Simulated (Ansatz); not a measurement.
Born–Oppenheimer molecular dynamics of ClF2H3HfO (8 atoms, charge 0, multiplicity 1). It starts at the highest image of a converged band, a first-order saddle point between two minima.

Theory: RKS BLYP-D4/def2-SVP (Ansatz).

```yaml
ensemble: NVE (velocity Verlet)
time_step: 0.5 fs
steps_asked: 200
starting_velocities_drawn_for: 300 K
seed: 8812
```

First frame:

```xyz
8
Properties=species:S:1:pos:R:3
Hf 0.074 0.324 -0.050
O 0.360 -0.022 2.082
H -0.226 -0.469 2.725
F 1.761 -0.255 -0.751
Cl -0.842 1.791 -1.688
F -1.260 -1.062 -0.072
H 0.155 1.970 1.205
H 0.229 1.167 1.945
```

Problem. How far do the bonds stretch over the last three quarters of this one trajectory? (Pairs bonded in most of those frames.)

Solution. 
| bond | mean (Å) | spread (Å) | shortest | longest |
| --- | --- | --- | --- | --- |
| Hf1–O2 | 2.479 | 0.055 | 2.36 | 2.54 |
| Hf1–F4 | 1.932 | 0.023 | 1.89 | 1.96 |
| Hf1–Cl5 | 2.367 | 0.018 | 2.35 | 2.39 |
| Hf1–F6 | 1.935 | 0.007 | 1.92 | 1.95 |
| Hf1–H7 | 1.921 | 0.109 | 1.75 | 2.08 |
| O2–H3 | 0.981 | 0.005 | 0.97 | 0.99 |
| O2–H8 | 0.982 | 0.010 | 0.97 | 1.00 |

Mean temperature of the second half: 433 K. The conserved energy stayed within 0.09 meV per atom of its start (net change 0.0048 meV per atom), so the integration is sound. The kinetic energy rose, since the run started high on the potential surface and went downhill. A run of 0.1 ps of so small a system gives no equilibrium averages. The orbitals stay closed-shell, which can raise the energy where a bond breaks towards radicals; this wasn't checked here.

Time of the run: 8.5 min on 2 threads of Arm Neoverse V1, with other jobs on the host, peak memory 0.21 GiB.
